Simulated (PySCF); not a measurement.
## Electric field gradients and quadrupole coupling constants

Species: C5H11NO.
Geometry (PBE0-D3(BJ)/def2-SVP, Å), atoms numbered from 1 in this order:
```
atom  x, y, z in Å
C1    -2.2989   -0.6275   -0.0498
C2    -1.0639    0.0967    0.4626
N3    -0.1790    0.5299   -0.6018
C4    -0.3233    1.7814   -1.1090
O5    -1.1365    2.5975   -0.7378
C6     0.8348   -0.3718   -1.1005
C7     2.0693   -0.4560   -0.2154
H8    -2.9323   -0.9524    0.7896
H9    -2.0341   -1.5211   -0.6365
H10   -2.8943    0.0415   -0.6880
H11   -1.3637    0.9973    1.0178
H12   -0.4926   -0.5449    1.1527
H13    0.4061    1.9849   -1.9319
H14    1.1197   -0.0343   -2.1102
H15    0.3881   -1.3724   -1.2299
H16    2.7967   -1.1710   -0.6289
H17    2.5577    0.5266   -0.1339
H18    1.8141   -0.7905    0.8018
```

Field gradients from the PBE0/pcSseg-1 density (PySCF, non-relativistic), principal values in atomic units, ordered |Vxx| ≤ |Vyy| ≤ |Vzz|:

```csv
atom,Vxx,Vyy,Vzz
N3,0.4240,0.5377,-0.9617
O5,0.7689,0.7997,-1.5686
```

Find the asymmetry η = (Vxx − Vyy)/Vzz and the couplings χ = eQV/h (234.96 MHz × Q in barn × V in au), with Q(14N) = 0.02044 b, Q(17O) = −0.0256 b.

| atom | environment | nucleus | η | χzz (MHz) | χxx (MHz) | χyy (MHz) |
| --- | --- | --- | --- | --- | --- | --- |
| N3 | amide nitrogen | 14N | 0.12 | -4.619 | 2.036 | 2.582 |
| O5 | amide oxygen | 17O | 0.02 | 9.44 | -4.62 | -4.81 |

The gradient is axial or nearly so (η below 0.05) at O5. The tensor is traceless: Vxx + Vyy + Vzz = 0.

What is Vzz at O5 in SI units (1 au = 9.71736 × 10²¹ V/m²)?

-1.5686 au = -15.242 × 10²¹ V/m².

What couplings would deuterons (Q(2H) = 0.00286 b) have in place of the hydrogens, at this geometry?

```
atom  bonded to  bond length (Å)  Vzz (au)     η  χzz (kHz)
  H8         C1            1.101    0.2923  0.03        196
  H9         C1            1.101    0.2916  0.03        196
 H10         C1            1.100    0.2902  0.02        195
 H11         C2            1.100    0.2782  0.07        187
 H12         C2            1.102    0.2825  0.07        190
 H13         C4            1.118    0.2542  0.07        171
 H14         C6            1.102    0.2796  0.07        188
 H15         C6            1.103    0.2785  0.06        187
 H16         C7            1.101    0.2919  0.03        196
 H17         C7            1.100    0.2907  0.03        195
 H18         C7            1.101    0.2912  0.03        196
```

Geometry: PBE0-D3(BJ)/def2-SVP, one conformer, isolated molecule. With a basis this small, the couplings can be 20 % off.
